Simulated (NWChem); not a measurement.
# ZnO; SMILES [O]=[Zn]

```xyz
2

Zn     0.0000     0.0000    -0.3845
O      0.0000     0.0000     1.3145
```
Atoms are numbered in this order, from 1.

Level: PBE0-D3(BJ)/def2-TZVP (NWChem), optimised geometry, unscaled harmonic frequencies. 

```tsv
frequency (cm⁻¹)	IR intensity (km/mol)
753	8.6
```

- zero-point energy: 1.1 kcal/mol
- thermal correction to the enthalpy at 298.15 K (with zero-point energy): 3.2 kcal/mol
- heat capacity Cv: 5.7 cal/(mol K)
- entropy at 298.15 K and 1 atm (symmetry number 1): 53.4 cal/(mol K)
- dipole moment: 5.82 D

Rigid rotor and harmonic oscillator.
